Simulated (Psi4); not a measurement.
Psi4 input (wB97X-D/6-311+G**):

```
memory 1500 MB

molecule {
0 2
N     0.46818000    1.31245600   -0.84217300
Si   -0.07088400    0.18859800    0.36024300
N     1.14674600   -1.03270900    0.51910800
N    -1.50377900   -0.57547100   -0.24180200
H     0.99332500    2.13272600   -0.58248400
H    -0.14081600    1.49603300   -1.62622600
H     1.26970800   -1.52798200    1.38838700
H     2.02797900   -0.88742200    0.04832800
H    -2.41528800   -0.19964600   -0.03211800
H    -1.52056500   -1.58400900   -0.28522200
symmetry c1
no_reorient
no_com
}

set {
  basis 6-311+G**
  reference uks
  scf_type df
  df_basis_scf def2-universal-jkfit
  dft_radial_points 99
  dft_spherical_points 590
  e_convergence 1e-8
  d_convergence 1e-7
  maxiter 150
}

e = energy('wb97x-d')
print_out(f'\nFINAL {e:.10f} DIPOLE {variable("CURRENT DIPOLE")[0]:.6f} {variable("CURRENT DIPOLE")[1]:.6f} {variable("CURRENT DIPOLE")[2]:.6f}\n')
```

Output:

```
   => Loading Basis Set <=

    Name: 6-311+G**
    Role: ORBITAL
    Keyword: BASIS
    atoms 1, 3-4 entry N          line   150 file 6-311pgss.gbs
    atoms 2      entry SI         line   351 file 6-311pgss.gbs
    atoms 5-10   entry H          line    42 file 6-311pgss.gbs

   => WB97X-D: Empirical Dispersion <=

    Chai and Head-Gordon Dispersion Correction
    Chai, J.-D.; Head-Gordon, M. (2010), J. Chem. Phys., 132: 6615-6620

        s6 =       1.000000

         ---------------------------------------------------------
                                   SCF
               by Justin Turney, Rob Parrish, Andy Simmonett
                          and Daniel G. A. Smith
                              UKS Reference
         ---------------------------------------------------------

  ==> Geometry <==

    Molecular point group: c1
    Full point group: C1

    Geometry (in Angstrom), charge = 0, multiplicity = 2:

       Center              X                  Y                   Z               Mass
    ------------   -----------------  -----------------  -----------------  -----------------
         N            0.468180000000     1.312456000000    -0.842173000000    14.003074004430
         SI          -0.070884000000     0.188598000000     0.360243000000    27.976926534650
         N            1.146746000000    -1.032709000000     0.519108000000    14.003074004430
         N           -1.503779000000    -0.575471000000    -0.241802000000    14.003074004430
         H            0.993325000000     2.132726000000    -0.582484000000     1.007825032230
         H           -0.140816000000     1.496033000000    -1.626226000000     1.007825032230
         H            1.269708000000    -1.527982000000     1.388387000000     1.007825032230
         H            2.027979000000    -0.887422000000     0.048328000000     1.007825032230
         H           -2.415288000000    -0.199646000000    -0.032118000000     1.007825032230
         H           -1.520565000000    -1.584009000000    -0.285222000000     1.007825032230

  Running in c1 symmetry.

  Rotational constants: A =      0.21443  B =      0.21443  C =      0.12024 [cm^-1]
  Rotational constants: A =   6428.40863  B =   6428.40631  C =   3604.70226 [MHz]
  Nuclear repulsion =  174.225435429858550

  Charge       = 0
  Multiplicity = 2
  Electrons    = 41
  Nalpha       = 21
  Nbeta        = 20

  ==> Algorithm <==

  SCF Algorithm Type is DF.
  DIIS enabled.
  MOM disabled.
[...]
       1A    -66.258366     2A    -14.403149     3A    -14.403148
       4A    -14.403145     5A     -5.388281     6A     -3.733152
       7A     -3.733152     8A     -3.730472     9A     -0.957132
      10A     -0.925961    11A     -0.925961    12A     -0.610223
      13A     -0.573956    14A     -0.573956    15A     -0.562425
      16A     -0.484939    17A     -0.484939    18A     -0.362255
      19A     -0.344169    20A     -0.344169

    Beta Virtual:

      21A     -0.004657    22A      0.070936    23A      0.075722
      24A      0.075723    25A      0.104524    26A      0.149861
      27A      0.149861    28A      0.164947    29A      0.164947
      30A      0.172622    31A      0.196103    32A      0.196103
      33A      0.198233    34A      0.214680    35A      0.220394
      36A      0.234724    37A      0.234724    38A      0.247167
      39A      0.247167    40A      0.259631    41A      0.304400
      42A      0.304401    43A      0.304951    44A      0.336710
      45A      0.352998    46A      0.352998    47A      0.398236
      48A      0.429182    49A      0.429183    50A      0.560236
      51A      0.560238    52A      0.595522    53A      0.654320
      54A      0.663401    55A      0.663401    56A      0.699011
      57A      0.777973    58A      0.777975    59A      0.826533
      60A      0.826533    61A      0.835326    62A      0.858828
      63A      0.932235    64A      0.932236    65A      0.949488
      66A      0.965554    67A      0.965554    68A      1.000859
      69A      1.057891    70A      1.057892    71A      1.207378
      72A      1.207379    73A      1.255512    74A      1.289803
      75A      1.314487    76A      1.314489    77A      1.402367
      78A      1.427852    79A      1.427854    80A      1.598739
      81A      1.615046    82A      1.615047    83A      1.714170
      84A      1.714171    85A      1.724269    86A      1.911645
      87A      1.929752    88A      1.929754    89A      2.026501
      90A      2.055815    91A      2.055818    92A      2.113926
      93A      2.113930    94A      2.138652    95A      2.478272
      96A      2.490593    97A      2.505656    98A      2.505656
      99A      2.534745   100A      2.554884   101A      2.554885
     102A      2.617951   103A      2.617952   104A      2.741386
     105A      2.741387   106A      2.745668   107A      2.832009
     108A      2.882779   109A      2.882779   110A      3.052194
     111A      3.052338   112A      3.052339   113A      3.136169
     114A      3.141695   115A      3.141696   116A      3.977493
     117A      3.982412   118A      3.982413   119A      4.295807
     120A      4.434620   121A      4.434622   122A      4.833256
     123A      4.845101   124A      4.845102   125A      5.870620
     126A     11.511389   127A     11.634884   128A     11.634884
     129A     35.698593   130A     35.698596   131A     35.736040
     132A    141.347726

    Final Occupation by Irrep:
              A
    DOCC [    20 ]
    SOCC [     1 ]
    NA   [    21 ]
    NB   [    20 ]

  @DF-UKS Final Energy:  -457.40783605328988

   => Energetics <=

    Nuclear Repulsion Energy =            174.2254354298585497
    One-Electron Energy =                -975.2988559417624401
    Two-Electron Energy =                 374.7428753741429546
    DFT Exchange-Correlation Energy =     -31.0747621131263685
    Empirical Dispersion Energy =          -0.0025288024025363
    VV10 Nonlocal Energy =                  0.0000000000000000
    Total Energy =                       -457.4078360532898841

  UHF NO Occupations:
  HONO-2 :   19  A 1.9997665
  HONO-1 :   20  A 1.9991805
  HONO-0 :   21  A 1.0000000
  LUNO+0 :   22  A 0.0008195
  LUNO+1 :   23  A 0.0002335
  LUNO+2 :   24  A 0.0002335
  LUNO+3 :   25  A 0.0000161

Computation Completed

Properties will be evaluated at   0.000000,   0.000000,   0.000000 [a0]

Properties computed using the SCF density matrix

 Multipole Moments:

 ------------------------------------------------------------------------------------
     Multipole            Electronic (a.u.)      Nuclear  (a.u.)        Total (a.u.)
 ------------------------------------------------------------------------------------

 L = 1.  Multiply by 2.5417464519 to convert [e a0] to [Debye]
 Dipole X            :         -0.0276915           -0.0000076           -0.0276991
 Dipole Y            :          0.0736600            0.0000076            0.0736676
 Dipole Z            :          0.1407262           -0.0000038            0.1407224
 Magnitude           :                                                    0.1612357

 ------------------------------------------------------------------------------------

FINAL -457.4078360533 DIPOLE -0.027699 0.073668 0.140722

*** Psi4 exiting successfully. Buy a developer a beer!
```

The geometry given is a B3LYP-D3(BJ)/def2-TZVP minimum.
